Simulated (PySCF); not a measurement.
# Polarisability and C₆ of V (vanadium, neutral)

[Ar] 3d3 4s1 4p1, one real determinant (an excited configuration). Computed with PySCF 2.14 in dyall-av2z, with the non-relativistic Hamiltonian (point nucleus). Coupled (time-dependent) response in atomic units; α is the mean over directions. A double-zeta set is small for polarisabilities.

| method | mean α (bohr³) | α xx, yy, zz | C₆ (like pair) | S(−4) |
| --- | --- | --- | --- | --- |
| UHF | 145.6 | 102.2, 232.5, 102.2 | 1359 | 233400 |

S(−4) is the Cauchy moment in α(ω) = α(0) + S(−4) ω² + …

α(iu) at UHF:

| u (hartree) | α(iu) (bohr³) |
| --- | --- |
| 0 | 145.6 |
| 0.0500 | 95.12 |
| 0.100 | 69.17 |
| 0.200 | 35.75 |
| 0.300 | 21.03 |
| 0.500 | 10.22 |
| 0.750 | 5.848 |
| 1.00 | 3.994 |
| 1.50 | 2.339 |
| 2.00 | 1.580 |
| 3.00 | 0.8791 |
| 5.00 | 0.3947 |

A single London oscillator, α(iu) = α/(1 + u²/ω²), gives C₆ = (3/4) ω α². Matching the computed C₆ needs ω = 4 × 1359 / (3 × 145.6²) = 0.0855 hartree.

The components differ because the open shell of this determinant is not spherical; for a pure term their mean is the scalar polarisability.

⟨L²⟩ = 14.02 against 20 for a pure G term, so this real determinant mixes terms.
